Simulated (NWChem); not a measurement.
System: Se, triplet

Output (shortened):

```
             Northwest Computational Chemistry Package (NWChem) 7.3.0
             --------------------------------------------------------

                             Geometry "geometry" -> ""
                             -------------------------

 Output coordinates in angstroms (scale by  1.889725989 to convert to a.u.)

  No.       Tag          Charge          X              Y              Z
 ---- ---------------- ---------- -------------- -------------- --------------
    1 Se                  34.0000     0.00000000     0.00000000     0.00000000

 Effective nuclear repulsion energy (a.u.)       0.0000000000

                                 NWChem DFT Module
                                 -----------------

 Summary of "ao basis" -> "ao basis" (spherical)
 ------------------------------------------------------------------------------
       Tag                 Description            Shells   Functions and Types
 ---------------- ------------------------------  ------  ---------------------
 Se                         def2-svp                12       32   5s4p3d

            General Information
            -------------------
          SCF calculation type: DFT
          Wavefunction type:  spin polarized.
          No. of atoms     :     1
          No. of electrons :    34
           Alpha electrons :    18
            Beta electrons :    16
          Charge           :     0
          Spin multiplicity:     3
          Use of symmetry is: off; symmetry adaption is: off
          Maximum number of iterations: 150
          AO basis - number of functions:    32
                     number of shells:    12
          Convergence on energy requested:  1.00D-06
          Convergence on density requested:  1.00D-05
          Convergence on gradient requested:  5.00D-04

              XC Information
              --------------
                  TPSS hybrid Method XC Functional
                     Hartree-Fock (Exact) Exchange  0.100
                  TPSS metaGGA Exchange Functional  0.900
             TPSS03 metaGGA Correlation Functional  1.000

             Grid Information
             ----------------
          Grid used for XC integration:  medium
          Radial quadrature: Mura-Knowles
          Angular quadrature: Lebedev.
          Tag              B.-S. Rad. Rad. Pts. Rad. Cut. Ang. Pts.
          ---              ---------- --------- --------- ---------
          Se                  1.15      112           5.0       590
          Grid pruning is: on
          Number of quadrature shells:   112
          Spatial weights used:  Erf1

      Superposition of Atomic Density Guess
      -------------------------------------

 Sum of atomic energies:       -2399.51178524

      Non-variational initial energy
      ------------------------------

 Total energy =   -2399.247668
 1-e energy   =   -3342.993325
 2-e energy   =     943.745657
 HOMO         =      -0.261828
 LUMO         =      -0.261828

     ---------------------------------------------
      Total Density - Mulliken Population Analysis
     ---------------------------------------------

    Atom       Charge   Shell Charges
 -----------   ------   -------------------------------------------------------
    1 Se  34    34.00   2.00  2.00  2.00  1.41  0.59  6.00  5.98  1.59  2.43  8.21  1.75  0.05

     --------------------------------------------
      Spin Density - Mulliken Population Analysis
     --------------------------------------------

    Atom       Charge   Shell Charges
 -----------   ------   -------------------------------------------------------
    1 Se  34     2.00   0.00  0.00  0.00  0.00 -0.00  0.00  0.01  0.78  1.22  0.00  0.00 -0.00

   convergence    iter        energy       DeltaE   RMS-Dens  Diis-err
 ---------------- ----- ----------------- --------- --------- ---------
 d= 0,ls=0.0,diis     1  -2401.1166861073 -2.40D+03  7.59D-03  4.05D-02
                                                     4.86D-03  2.27D-02
 d= 0,ls=0.0,diis     2  -2401.1285719217 -1.19D-02  9.98D-04  3.75D-03
                                                     1.38D-03  4.57D-03
 d= 0,ls=0.0,diis     3  -2401.1294001881 -8.28D-04  2.33D-04  1.99D-04
                                                     3.91D-04  1.59D-04
 d= 0,ls=0.0,diis     4  -2401.1294233829 -2.32D-05  1.62D-04  2.43D-05
                                                     1.21D-04  2.28D-05
 d= 0,ls=0.0,diis     5  -2401.1294301366 -6.75D-06  5.15D-06  5.75D-08
                                                     1.68D-05  3.86D-08
 d= 0,ls=0.0,diis     6  -2401.1294301642 -2.77D-08  4.78D-07  6.69D-11
                                                     4.47D-07  2.43D-11

         Total DFT energy =    -2401.129430164238
      One electron energy =    -3342.154269628347
           Coulomb energy =     1028.080118295539
    Exchange-Corr. energy =      -87.055278831431
 Nuclear repulsion energy =        0.000000000000

 Numeric. integr. density =       33.999999968434

                    DFT Final Alpha Molecular Orbital Analysis
                    ------------------------------------------

 Vector   16  Occ=1.000000D+00  E=-2.955014D-01
              MO Center=  2.9D-13,  1.3D-12,  2.8D-12, r^2= 1.6D+00
   Bfn.  Coefficient  Atom+Function         Bfn.  Coefficient  Atom+Function
  ----- ------------  ---------------      ----- ------------  ---------------
    17      0.554279  1 Se pz                14      0.523449  1 Se pz
    11     -0.322206  1 Se pz                16      0.182189  1 Se py
    13      0.172055  1 Se py                10     -0.105908  1 Se py
     8      0.104456  1 Se pz                15      0.102491  1 Se px
    12      0.096790  1 Se px                 9     -0.059579  1 Se px

 Vector   17  Occ=1.000000D+00  E=-2.955014D-01
              MO Center= -2.4D-13, -9.4D-15, -1.6D-12, r^2= 1.6D+00
   Bfn.  Coefficient  Atom+Function         Bfn.  Coefficient  Atom+Function
  ----- ------------  ---------------      ----- ------------  ---------------
    15      0.550350  1 Se px                12      0.519738  1 Se px
     9     -0.319922  1 Se px                16      0.156678  1 Se py
    17     -0.153264  1 Se pz                13      0.147963  1 Se py
    14     -0.144739  1 Se pz                 6      0.103715  1 Se px
    10     -0.091078  1 Se py                11      0.089093  1 Se pz

 Vector   18  Occ=1.000000D+00  E=-2.491384D-01
              MO Center=  3.1D-13, -2.2D-12, -8.2D-13, r^2= 1.7D+00
   Bfn.  Coefficient  Atom+Function         Bfn.  Coefficient  Atom+Function
  ----- ------------  ---------------      ----- ------------  ---------------
    16      0.562780  1 Se py                13      0.487253  1 Se py
    10     -0.305912  1 Se py                15     -0.201362  1 Se px
    12     -0.174339  1 Se px                17     -0.147750  1 Se pz
    14     -0.127921  1 Se pz                 9      0.109455  1 Se px
     7      0.099217  1 Se py                11      0.080313  1 Se pz

 Vector   19  Occ=0.000000D+00  E= 2.179195D-01
              MO Center= -3.2D-12, -7.4D-13, -9.9D-12, r^2= 3.2D+00
   Bfn.  Coefficient  Atom+Function         Bfn.  Coefficient  Atom+Function
  ----- ------------  ---------------      ----- ------------  ---------------
     4      2.020169  1 Se s                  5     -1.929175  1 Se s
     3     -0.558388  1 Se s                  2      0.095439  1 Se s
     1     -0.038288  1 Se s

 Vector   20  Occ=0.000000D+00  E= 4.002101D-01
              MO Center=  4.6D-13,  6.5D-13,  1.8D-12, r^2= 1.4D+00
   Bfn.  Coefficient  Atom+Function         Bfn.  Coefficient  Atom+Function
  ----- ------------  ---------------      ----- ------------  ---------------
    31      0.882503  1 Se d  1              30      0.313750  1 Se d  0
    28     -0.301934  1 Se d -2              29     -0.220646  1 Se d -1
    21     -0.214762  1 Se d  1              20     -0.076353  1 Se d  0
    18      0.073478  1 Se d -2              19      0.053695  1 Se d -1
    26     -0.031895  1 Se d  1

 Vector   21  Occ=0.000000D+00  E= 4.002101D-01
              MO Center=  4.8D-13,  6.6D-13,  1.9D-12, r^2= 1.4D+00
   Bfn.  Coefficient  Atom+Function         Bfn.  Coefficient  Atom+Function
  ----- ------------  ---------------      ----- ------------  ---------------
    30      0.761062  1 Se d  0              32     -0.439693  1 Se d  2
    29      0.330254  1 Se d -1              31     -0.278195  1 Se d  1
    28     -0.241503  1 Se d -2              20     -0.185209  1 Se d  0
    22      0.107002  1 Se d  2              19     -0.080369  1 Se d -1
    21      0.067701  1 Se d  1              18      0.058771  1 Se d -2

                     DFT Final Beta Molecular Orbital Analysis
                     -----------------------------------------

 Vector   14  Occ=1.000000D+00  E=-2.053406D+00
              MO Center=  3.2D-14, -6.4D-14,  4.3D-14, r^2= 1.4D-01
   Bfn.  Coefficient  Atom+Function         Bfn.  Coefficient  Atom+Function
  ----- ------------  ---------------      ----- ------------  ---------------
    22      0.533754  1 Se d  2              18      0.438030  1 Se d -2
    20      0.349932  1 Se d  0              19      0.321405  1 Se d -1
    27      0.169416  1 Se d  2              23      0.139033  1 Se d -2
    21      0.114999  1 Se d  1              25      0.111070  1 Se d  0
    24      0.102016  1 Se d -1              26      0.036501  1 Se d  1

 Vector   15  Occ=1.000000D+00  E=-5.909354D-01
              MO Center= -2.6D-12, -9.3D-13, -8.3D-12, r^2= 1.1D+00
   Bfn.  Coefficient  Atom+Function         Bfn.  Coefficient  Atom+Function
  ----- ------------  ---------------      ----- ------------  ---------------
     4      0.882753  1 Se s                  3     -0.611927  1 Se s
     5      0.298783  1 Se s                  2      0.128277  1 Se s
     1     -0.045939  1 Se s

 Vector   16  Occ=1.000000D+00  E=-2.221864D-01
              MO Center= -8.0D-13, -8.9D-13, -3.0D-12, r^2= 1.7D+00
   Bfn.  Coefficient  Atom+Function         Bfn.  Coefficient  Atom+Function
  ----- ------------  ---------------      ----- ------------  ---------------
    16      0.573294  1 Se py                13      0.475210  1 Se py
    10     -0.301532  1 Se py                15     -0.205124  1 Se px
    12     -0.170030  1 Se px                17     -0.150510  1 Se pz
    14     -0.124760  1 Se pz                 9      0.107888  1 Se px
     7      0.097827  1 Se py                11      0.079163  1 Se pz

 Vector   17  Occ=0.000000D+00  E=-1.734333D-01
              MO Center= -2.7D-12, -7.9D-13, -1.8D-12, r^2= 1.7D+00
   Bfn.  Coefficient  Atom+Function         Bfn.  Coefficient  Atom+Function
  ----- ------------  ---------------      ----- ------------  ---------------
    15      0.517429  1 Se px                12      0.405255  1 Se px
    17     -0.369658  1 Se pz                14     -0.289519  1 Se pz
     9     -0.261340  1 Se px                11      0.186704  1 Se pz
    16      0.088087  1 Se py                 6      0.084865  1 Se px
    13      0.068990  1 Se py                 8     -0.060629  1 Se pz

 Vector   18  Occ=0.000000D+00  E=-1.734332D-01
              MO Center=  2.5D-12,  2.2D-12,  2.3D-12, r^2= 1.7D+00
   Bfn.  Coefficient  Atom+Function         Bfn.  Coefficient  Atom+Function
  ----- ------------  ---------------      ----- ------------  ---------------
    17      0.501757  1 Se pz                14      0.392980  1 Se pz
    15      0.316742  1 Se px                11     -0.253424  1 Se pz
    12      0.248075  1 Se px                16      0.245059  1 Se py
    13      0.191932  1 Se py                 9     -0.159978  1 Se px
    10     -0.123773  1 Se py                 8      0.082295  1 Se pz

 Vector   19  Occ=0.000000D+00  E= 2.451523D-01
              MO Center= -3.3D-12, -2.8D-12, -1.2D-11, r^2= 3.2D+00
   Bfn.  Coefficient  Atom+Function         Bfn.  Coefficient  Atom+Function
  ----- ------------  ---------------      ----- ------------  ---------------
     4      2.024209  1 Se s                  5     -1.927825  1 Se s
     3     -0.561017  1 Se s                  2      0.095942  1 Se s
     1     -0.038475  1 Se s

     ---------------------------------------------
      Total Density - Mulliken Population Analysis
     ---------------------------------------------

    Atom       Charge   Shell Charges
 -----------   ------   -------------------------------------------------------
    1 Se  34    34.00   2.00  2.00  1.99  1.50  0.51  6.00  5.97  1.80  2.23  8.16  1.77  0.07

     --------------------------------------------
      Spin Density - Mulliken Population Analysis
     --------------------------------------------

    Atom       Charge   Shell Charges
 -----------   ------   -------------------------------------------------------
    1 Se  34     2.00   0.00  0.00 -0.00  0.01 -0.01  0.00  0.01  0.92  1.07 -0.01  0.01  0.01

     -------------------------------------------
      Total Density - Lowdin Population Analysis
     -------------------------------------------

    Atom       Charge   Shell Charges
 -----------   ------   -------------------------------------------------------
    1 Se  34    34.00   2.00  2.00  1.97  1.22  0.81  5.99  5.79  1.97  2.25  7.82  2.04  0.14

     ------------------------------------------
      Spin Density - Lowdin Population Analysis
     ------------------------------------------

    Atom       Charge   Shell Charges
 -----------   ------   -------------------------------------------------------
    1 Se  34     2.00   0.00  0.00  0.00  0.00 -0.00  0.00  0.06  0.85  1.09 -0.01  0.01  0.01

   alpha - beta orbital overlaps
   -----------------------------

   alpha      1      2      3      4      5      6      7      8      9     10
    beta      1      2      3      4      5      6      7      8      9     10
 overlap   1.000  1.000  1.000  1.000  1.000  1.000  0.999  0.999  1.000  0.998

   alpha     11     12     13     14     15     16     17     18     19     20
    beta     11     12     13     14     15     18     17     16     19     24
 overlap   0.998  1.000  1.000  1.000  0.999  0.933  0.933  1.000  1.000  0.999

   alpha     21     22     23     24     25     26     27     28     29     30
    beta     23     20     21     22     25     26     27     29     28     30
 overlap   0.999  0.946  0.946  0.999  0.980  0.980  1.000  0.999  0.999  0.963

   alpha     31     32
    beta     31     32
 overlap   0.963  1.000

     --------------------------
     Expectation value of S2:
     --------------------------
      <S2> =      2.0024 (Exact =     2.0000)
```

Level: TPSSh/def2-SVP, spin-unrestricted. The open p shell is one determinant without spherical averaging. No stability test was run on the SCF state.

Question: Reconstruct the input file.

Answer: This is not unique; one that fits is the input that was run:
```
start job
memory heap 200 mb stack 900 mb global 1100 mb
geometry units angstroms noautoz
  Se     0.000000     0.000000     0.000000
end
basis spherical
  Se library def2-svp
end
dft
  odft
  mult 3
  xc xctpssh
  iterations 150
  mulliken
end
task dft energy
```
